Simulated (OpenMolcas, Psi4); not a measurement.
**C2H7BO (SMILES CBOC): the vertical energy of the triplet above the singlet, rung by rung**

The species is C2H7BO (11 atoms), meant as a singlet with charge 0. As SMILES, `CBOC`. Geometry: relaxed at PBE0-D4/def2-TZVP. This is one conformer, not always the lowest.

Quantity: the vertical energy of the triplet above the singlet, in eV. The values are calculated.

| level | kind | program | value (eV) | CPU time (all runs) |
| --- | --- | --- | --- | --- |
| HF/cc-pVDZ | Hartree–Fock | OpenMolcas | 7.00 | 23 s |
| SVWN5/cc-pVDZ | LDA | OpenMolcas | 5.95 | 1.8 min |
| BLYP/cc-pVDZ | GGA | OpenMolcas | 6.01 | 3.1 min |
| M06-L/cc-pVDZ | meta-GGA | OpenMolcas | 6.30 | 5 min |
| TPSS/cc-pVDZ | meta-GGA | OpenMolcas | 6.06 | 5.1 min |
| BHLYP/cc-pVDZ | global hybrid | OpenMolcas | 6.70 | 3.5 min |
| PBE0/cc-pVDZ | global hybrid | OpenMolcas | 6.27 | 3.3 min |
| wB97X/cc-pVDZ | range-separated hybrid | Psi4 | 6.65 | 2.1 min |

The values span 5.95 to 7.00 eV. A triplet this far above the singlet is often a Rydberg-like or dissociative state; sets without diffuse functions put Rydberg states too high. CPU times are rough (shared hosts, several kinds of processor): they show what a rung costs within a factor of a few.
